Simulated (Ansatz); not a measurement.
Species: GaO2, charge 0, multiplicity 2. It need not be the lowest isomer of its formula. 
Structure (B3LYP-D3(BJ)/def2-TZVP (Ansatz, a program for electronic structure) minimum search):
```xyz
3

Ga     0.0000     0.0000     0.0000
O      0.0000     0.0000    -1.6959
O      0.0000     0.0000     1.6959
```
Charge 0, spin multiplicity 2.

Basis-set convergence of Hartree-Fock and MP2 correlation energies (hartree) with Ansatz. Valence correlation only, unless marked. UHF or UKS for open shells. No spin-orbit coupling. Frozen are the shells of the preceding noble gas and the d and f shells that filled before the atom's block. No relativistic terms.

The T1 diagnostic of CCSD in the largest basis is 0.049, which is high, so the coupled-cluster rows are less sure than usual.

| basis | functions | E(HF) | E(corr, MP2) |
|---|---|---|---|
| cc-pVDZ | 55 | -2072.84547 | -0.40685 |
| cc-pVTZ | 103 | -2072.97563 | -0.51268 |
| cc-pVQZ | 178 | -2072.99203 | -0.55252 |

Extrapolating the two largest sets (X = 3 and 4) as X^-3: E(corr) = (64·(-0.55252) - 27·(-0.51268))/37 = -0.5816 Eh, an estimate of the basis-set limit. The largest set recovers 95.0 % of it, the smallest 70.0 %.
